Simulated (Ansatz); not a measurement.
## Nudged elastic band run: C2H5NSi

Input:

```yaml
crystal:
  periodic: [false, false, false]
  atoms:
    - { symbol: C, position_ang: [0.241061, 1.939067, -0.974411] }
    - { symbol: C, position_ang: [0.187786, 0.673299, -0.623807] }
    - { symbol: Si, position_ang: [-0.127117, -0.924543, -0.200135] }
    - { symbol: "N", position_ang: [-0.377787, -1.514924, 1.390969] }
    - { symbol: H, position_ang: [1.192143, 2.460005, -1.118543] }
    - { symbol: H, position_ang: [-0.65045, 2.548048, -1.148708] }
    - { symbol: H, position_ang: [-0.060034, -2.023655, -1.182049] }
    - { symbol: H, position_ang: [0.165305, -2.300529, 1.72339] }
    - { symbol: H, position_ang: [-0.570916, -0.856768, 2.133306] }
basis:
  gaussian: { orbitals: "6-31G*" }
hamiltonian:
  xc: pbe0
  dispersion: d4
neb:
  order_check: false
  images: 9
  f_tol: 0.05
  max_iterations: 60
  final_atoms:
    - { symbol: C, position_ang: [0.2806503, 1.93495824, -0.97489513] }
    - { symbol: C, position_ang: [0.00902858, 0.69731749, -0.62504167] }
    - { symbol: Si, position_ang: [-0.09732943, -0.92658911, -0.19809724] }
    - { symbol: "N", position_ang: [-0.05864438, -1.55539819, 1.39761065] }
    - { symbol: H, position_ang: [1.30028897, 2.30525704, -1.1141339] }
    - { symbol: H, position_ang: [-0.50741399, 2.67259979, -1.15290238] }
    - { symbol: H, position_ang: [-0.39692326, -1.9793833, -1.18704029] }
    - { symbol: H, position_ang: [0.25649025, -0.96093779, 2.15179056] }
    - { symbol: H, position_ang: [-0.78615603, -2.18782417, 1.7027214] }
  initial_path:
    images:
      - { positions_ang: [[0.241061, 1.939067, -0.974411], [0.187786, 0.673299, -0.623807], [-0.127117, -0.924543, -0.200135], [-0.377787, -1.514924, 1.390969], [1.192143, 2.460005, -1.118543], [-0.65045, 2.548048, -1.148708], [-0.060034, -2.023655, -1.182049], [0.165305, -2.300529, 1.72339], [-0.570916, -0.856768, 2.133306]] }
      - { positions_ang: [[0.24092924, 1.93957248, -0.96986145], [0.15395286, 0.734528, -0.51022141], [-0.10122093, -0.89983697, -0.20624697], [-0.35546116, -1.50973773, 1.37267669], [1.04743526, 2.33539614, -1.29699457], [-0.48076351, 2.63336603, -1.0436071], [-0.03113014, -2.02781208, -1.15185071], [0.22173553, -2.18673767, 1.77135452], [-0.69548615, -1.0187382, 2.034763]] }
      - { positions_ang: [[0.24079748, 1.94007795, -0.96531189], [0.12011971, 0.795757, -0.39663581], [-0.07532487, -0.87513093, -0.21235894], [-0.33313531, -1.50455146, 1.35438439], [0.90272752, 2.21078728, -1.47544614], [-0.31107702, 2.71868405, -0.93850621], [-0.00222629, -2.03196915, -1.12165242], [0.27816607, -2.07294633, 1.81931903], [-0.82005629, -1.1807084, 1.93621999]] }
      - { positions_ang: [[0.24066572, 1.94058343, -0.96076234], [0.08628657, 0.856986, -0.28305022], [-0.0494288, -0.8504249, -0.21847091], [-0.31080947, -1.49936519, 1.33609208], [0.75801979, 2.08617841, -1.65389771], [-0.14139054, 2.80400208, -0.83340531], [0.02667757, -2.03612623, -1.09145413], [0.3345966, -1.959155, 1.86728355], [-0.94462644, -1.34267859, 1.83767699]] }
      - { positions_ang: [[0.24053396, 1.9410889, -0.95621279], [0.05245343, 0.918215, -0.16946462], [-0.02353274, -0.82571887, -0.22458288], [-0.28848362, -1.49417892, 1.31779978], [0.61331205, 1.96156955, -1.83234928], [0.02829595, 2.88932011, -0.72830442], [0.05558142, -2.04028331, -1.06125583], [0.39102713, -1.84536366, 1.91524806], [-1.06919658, -1.50464879, 1.73913398]] }
      - { positions_ang: [[0.2404022, 1.94159438, -0.95166324], [0.01862028, 0.979444, -0.05587903], [0.00236333, -0.80101283, -0.23069485], [-0.26615778, -1.48899265, 1.29950747], [0.46860431, 1.83696069, -2.01080085], [0.19798244, 2.97463813, -0.62320352], [0.08448528, -2.04444039, -1.03105754], [0.44745767, -1.73157233, 1.96321258], [-1.19376673, -1.66661899, 1.64059098]] }
      - { positions_ang: [[0.24845182, 1.94026715, -0.95630961], [0.01670194, 0.92301869, -0.16971156], [-0.01757522, -0.82612809, -0.22417533], [-0.2246551, -1.50227376, 1.31912811], [0.63494124, 1.93061996, -1.83146746], [0.05690315, 2.91423046, -0.72914329], [-0.01179643, -2.03142897, -1.06225409], [0.40926418, -1.57744542, 2.00092817], [-1.11224459, -1.77086003, 1.65301706]] }
      - { positions_ang: [[0.25650144, 1.93893992, -0.96095599], [0.0147836, 0.86659339, -0.28354409], [-0.03751378, -0.85124335, -0.2176558], [-0.18315242, -1.51555487, 1.33874874], [0.80127818, 2.02427923, -1.65213407], [-0.08417613, 2.8538228, -0.83508306], [-0.10807814, -2.01841755, -1.09345064], [0.3710707, -1.42331851, 2.03864377], [-1.03072245, -1.87510106, 1.66544315]] }
      - { positions_ang: [[0.26455106, 1.9376127, -0.96560237], [0.01286526, 0.81016809, -0.39737662], [-0.05745233, -0.8763586, -0.21113628], [-0.14164974, -1.52883598, 1.35836938], [0.96761511, 2.1179385, -1.47280068], [-0.22525542, 2.79341513, -0.94102283], [-0.20435985, -2.00540613, -1.12464719], [0.33287722, -1.2691916, 2.07635936], [-0.94920031, -1.9793421, 1.67786923]] }
      - { positions_ang: [[0.27260068, 1.93628547, -0.97024875], [0.01094692, 0.75374279, -0.51120914], [-0.07739088, -0.90147386, -0.20461676], [-0.10014706, -1.54211709, 1.37799002], [1.13395204, 2.21159777, -1.29346729], [-0.36633471, 2.73300746, -1.0469626], [-0.30064156, -1.99239472, -1.15584374], [0.29468373, -1.11506469, 2.11407496], [-0.86767817, -2.08358314, 1.69029531]] }
      - { positions_ang: [[0.2806503, 1.93495824, -0.97489513], [0.00902858, 0.69731749, -0.62504167], [-0.09732943, -0.92658911, -0.19809724], [-0.05864438, -1.55539819, 1.39761065], [1.30028897, 2.30525704, -1.1141339], [-0.50741399, 2.67259979, -1.15290238], [-0.39692326, -1.9793833, -1.18704029], [0.25649025, -0.96093779, 2.15179056], [-0.78615603, -2.18782417, 1.7027214]] }
```

Run as:

```bash
$ ansatz run input.yaml --threads 1 --pin off --max-ram 2048MiB --backend cpu --events-out ev --progress --plain --runs-dir out
```

Output, in part (warnings, iteration lines, the closing report on the highest movable image, with atoms numbered from 0):

```
NEB end point (image 0): max|allowed force component| = 1.159e-2 eV/Å (the criterion of neb.relax_end_points is 1.000e-2)
NEB end point (image 10): max|allowed force component| = 4.213e-3 eV/Å (the criterion of neb.relax_end_points is 1.000e-2)
NEB iter   1: max|band force component| = 1.256e1 eV/Å  barrier→ = 4.4895 eV  barrier← = 4.4895 eV  Δτ_max = 0.1958 Å  (320 SCF iters)
NEB iter   2: max|band force component| = 2.084e0 eV/Å  barrier→ = 1.7472 eV  barrier← = 1.7472 eV  Δτ_max = 0.1960 Å  (289 SCF iters)
NEB iter   3: max|band force component| = 1.906e0 eV/Å  barrier→ = 1.5351 eV  barrier← = 1.5351 eV  Δτ_max = 0.1938 Å  (280 SCF iters)
NEB iter   4: max|band force component| = 1.936e0 eV/Å  barrier→ = 1.0863 eV  barrier← = 1.0863 eV  Δτ_max = 0.1010 Å  (274 SCF iters)
NEB iter   5: max|band force component| = 1.469e0 eV/Å  barrier→ = 0.9343 eV  barrier← = 0.9343 eV  Δτ_max = 0.0503 Å  (275 SCF iters)
NEB iter   6: max|band force component| = 1.044e0 eV/Å  barrier→ = 0.8082 eV  barrier← = 0.8082 eV  Δτ_max = 0.0252 Å  (280 SCF iters)
NEB iter   7: max|band force component| = 6.587e-1 eV/Å  barrier→ = 0.7622 eV  barrier← = 0.7622 eV  Δτ_max = 0.0499 Å  (274 SCF iters)
NEB iter   8: max|band force component| = 6.657e-1 eV/Å  barrier→ = 0.7002 eV  barrier← = 0.7002 eV  Δτ_max = 0.0999 Å  (273 SCF iters)
NEB iter   9: max|band force component| = 1.497e0 eV/Å  barrier→ = 0.6060 eV  barrier← = 0.6060 eV  Δτ_max = 0.0508 Å  (274 SCF iters)
NEB iter  10: max|band force component| = 7.767e-1 eV/Å  barrier→ = 0.5130 eV  barrier← = 0.5130 eV  Δτ_max = 0.0509 Å  (276 SCF iters)
NEB iter  11: max|band force component| = 9.024e-1 eV/Å  barrier→ = 0.4570 eV  barrier← = 0.4570 eV  Δτ_max = 0.0500 Å  (269 SCF iters)
NEB iter  12: max|band force component| = 1.082e0 eV/Å  barrier→ = 0.4075 eV  barrier← = 0.4075 eV  Δτ_max = 0.0503 Å  (274 SCF iters)
NEB iter  13: max|band force component| = 1.192e0 eV/Å  barrier→ = 0.3506 eV  barrier← = 0.3506 eV  Δτ_max = 0.0255 Å  (277 SCF iters)
NEB iter  14: max|band force component| = 1.220e0 eV/Å  barrier→ = 0.3222 eV  barrier← = 0.3222 eV  Δτ_max = 0.0502 Å  (274 SCF iters)
NEB iter  15: max|band force component| = 1.306e0 eV/Å  barrier→ = 0.2727 eV  barrier← = 0.2727 eV  Δτ_max = 0.0995 Å  (274 SCF iters)
NEB iter  16: max|band force component| = 1.354e0 eV/Å  barrier→ = 0.1925 eV  barrier← = 0.1925 eV  Δτ_max = 0.1980 Å  (269 SCF iters)
NEB iter  17: max|band force component| = 9.451e-1 eV/Å  barrier→ = 0.0838 eV  barrier← = 0.0838 eV  Δτ_max = 0.1971 Å  (270 SCF iters)
NEB iter  18: max|band force component| = 8.228e-1 eV/Å  barrier→ = 0.0582 eV  barrier← = 0.0582 eV  Δτ_max = 0.2000 Å  (268 SCF iters)
NEB iter  19: max|band force component| = 1.663e0 eV/Å  barrier→ = 0.3368 eV  barrier← = 0.3368 eV  Δτ_max = 0.1041 Å  (276 SCF iters)
NEB iter  20: max|band force component| = 7.221e-1 eV/Å  barrier→ = 0.0946 eV  barrier← = 0.0946 eV  Δτ_max = 0.2000 Å  (272 SCF iters)
NEB iter  21: max|band force component| = 1.451e0 eV/Å  barrier→ = 0.2642 eV  barrier← = 0.2642 eV  Δτ_max = 0.0980 Å  (272 SCF iters)
NEB iter  22: max|band force component| = 9.928e-1 eV/Å  barrier→ = 0.1073 eV  barrier← = 0.1073 eV  Δτ_max = 0.0998 Å  (272 SCF iters)
NEB iter  23: max|band force component| = 6.926e-1 eV/Å  barrier→ = 0.0586 eV  barrier← = 0.0586 eV  Δτ_max = 0.1000 Å  (266 SCF iters)
NEB iter  24: max|band force component| = 8.589e-1 eV/Å  barrier→ = 0.0827 eV  barrier← = 0.0827 eV  Δτ_max = 0.0511 Å  (261 SCF iters)
NEB iter  25: max|band force component| = 6.588e-1 eV/Å  barrier→ = 0.0688 eV  barrier← = 0.0688 eV  Δτ_max = 0.0500 Å  (261 SCF iters)
NEB iter  26: max|band force component| = 3.726e-1 eV/Å  barrier→ = 0.0582 eV  barrier← = 0.0582 eV  CI = image 5  Δτ_max = 0.0364 Å  (262 SCF iters)
NEB iter  27: max|band force component| = 2.623e-1 eV/Å  barrier→ = 0.0515 eV  barrier← = 0.0515 eV  CI = image 5  Δτ_max = 0.0502 Å  (251 SCF iters)
NEB iter  28: max|band force component| = 5.580e-1 eV/Å  barrier→ = 0.0647 eV  barrier← = 0.0647 eV  CI = image 4  Δτ_max = 0.0251 Å  (276 SCF iters)
NEB iter  29: max|band force component| = 3.584e-1 eV/Å  barrier→ = 0.0500 eV  barrier← = 0.0500 eV  CI = image 4  Δτ_max = 0.0250 Å  (268 SCF iters)
NEB iter  30: max|band force component| = 1.501e-1 eV/Å  barrier→ = 0.0448 eV  barrier← = 0.0448 eV  CI = image 4  Δτ_max = 0.0250 Å  (264 SCF iters)
NEB iter  31: max|band force component| = 3.264e-1 eV/Å  barrier→ = 0.0441 eV  barrier← = 0.0441 eV  CI = image 5  Δτ_max = 0.0125 Å  (248 SCF iters)
NEB iter  32: max|band force component| = 1.098e-1 eV/Å  barrier→ = 0.0434 eV  barrier← = 0.0434 eV  CI = image 5  Δτ_max = 0.0250 Å  (253 SCF iters)
NEB iter  33: max|band force component| = 8.243e-2 eV/Å  barrier→ = 0.0436 eV  barrier← = 0.0436 eV  CI = image 5  Δτ_max = 0.0250 Å  (264 SCF iters)
NEB iter  34: max|band force component| = 2.038e-1 eV/Å  barrier→ = 0.0440 eV  barrier← = 0.0440 eV  CI = image 5  Δτ_max = 0.0125 Å  (253 SCF iters)
NEB iter  35: max|band force component| = 1.027e-1 eV/Å  barrier→ = 0.0426 eV  barrier← = 0.0426 eV  CI = image 5  Δτ_max = 0.0125 Å  (238 SCF iters)
NEB iter  36: max|band force component| = 1.671e-1 eV/Å  barrier→ = 0.0427 eV  barrier← = 0.0427 eV  CI = image 5  Δτ_max = 0.0063 Å  (232 SCF iters)
NEB iter  37: max|band force component| = 9.069e-2 eV/Å  barrier→ = 0.0427 eV  barrier← = 0.0427 eV  CI = image 5  Δτ_max = 0.0063 Å  (211 SCF iters)
NEB iter  38: max|band force component| = 5.799e-2 eV/Å  barrier→ = 0.0426 eV  barrier← = 0.0426 eV  CI = image 5  Δτ_max = 0.0062 Å  (210 SCF iters)
NEB iter  39: max|band force component| = 3.379e-2 eV/Å  barrier→ = 0.0426 eV  barrier← = 0.0426 eV  CI = image 5  Δτ_max = 0.0000 Å  (454 SCF iters)
Total energy: -11512.74740073 eV, -423.0856633563 hartree
Atom 0 at     0.324343     1.914662    -0.928583 Å, force     0.024294    -0.001312     0.009302 eV/Å
Atom 1 at     0.081810     0.667019    -0.602112 Å, force    -0.018734     0.014046    -0.023957 eV/Å
Atom 2 at    -0.237832    -0.945643    -0.220481 Å, force     0.015053    -0.012371     0.001309 eV/Å
Atom 3 at    -0.200457    -1.630802     1.361735 Å, force    -0.004095     0.000149    -0.020331 eV/Å
Atom 4 at     1.329775     2.270103    -1.168199 Å, force    -0.009345     0.000745     0.005292 eV/Å
Atom 5 at    -0.465210     2.668148    -0.981904 Å, force    -0.000196    -0.001938     0.002716 eV/Å
Atom 6 at    -0.560506    -1.884903    -1.310841 Å, force    -0.007903    -0.004641     0.005362 eV/Å
Atom 7 at     0.683152    -1.649178     1.852968 Å, force    -0.000989     0.009466     0.009214 eV/Å
Atom 8 at    -0.955083    -1.409406     1.997429 Å, force     0.001915    -0.004143     0.011093 eV/Å
Dipole moment:     0.032921     0.064821     0.310150 e Å
```

The forces met the threshold. A vibrational analysis at the climbing image gives one clearly imaginary mode, 169i cm⁻¹: a first-order saddle point.

Final band (atoms are numbered from 1 in the order of the input):

| image | path coordinate (Å) | energy (kcal/mol) | dihedral H7–Si3–N4–H9 (°) |
| --- | --- | --- | --- |
| 0 | 0.00 | 0.0 | -171 |
| 1 | 0.26 | 0.1 | -160 |
| 2 | 0.53 | 0.4 | -148 |
| 3 | 0.79 | 0.7 | -135 |
| 4 | 1.05 | 0.9 | -121 |
| 5 | 1.31 | 1.0 | -107 |
| 6 | 1.54 | 0.8 | -94 |
| 7 | 1.78 | 0.6 | -82 |
| 8 | 2.01 | 0.3 | -69 |
| 9 | 2.24 | 0.1 | -57 |
| 10 | 2.47 | 0.0 | -45 |

Run time: 16 min on 1 thread of Arm Neoverse V1, with other jobs on the host, peak memory 0.14 GiB.
